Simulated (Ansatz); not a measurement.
Basis-set series for CH7NSeSi (`NC[Se][SiH3]`). Charge 0, multiplicity 1. Geometry: relaxed with PBE0-D4/def2-TZVP. It is one conformer, not always the lowest.

| functional | basis | functions | energy (Eh) | HOMO (eV) | LUMO (eV) |
| --- | --- | --- | --- | --- | --- |
| PBE0-D4 | def2-TZVPP | 250 | -2787.66081 | -6.50 | -0.02 |
| PBE0-D4 | def2-QZVPP | 483 | -2787.72694 | -6.52 | -0.14 |
| ωB97M-V | def2-TZVPP | 250 | -2787.96280 | -8.66 | 1.75 |
| ωB97M-V | def2-QZVPP | 483 | -2788.02644 | -8.69 | 1.41 |

(1) Give the rows for def2-SVP. (An estimate is asked.)

Results:

(1) Ansatz gave: 
```tsv
functional	basis	functions	energy (Eh)	HOMO (eV)	LUMO (eV)
PBE0-D4	def2-SVP	113	-2787.15345	-6.36	0.35
ωB97M-V	def2-SVP	113	-2787.44988	-8.51	2.35
```

Positive LUMOs are unbound and depend on the basis. Scalar relativity is left out up to krypton.
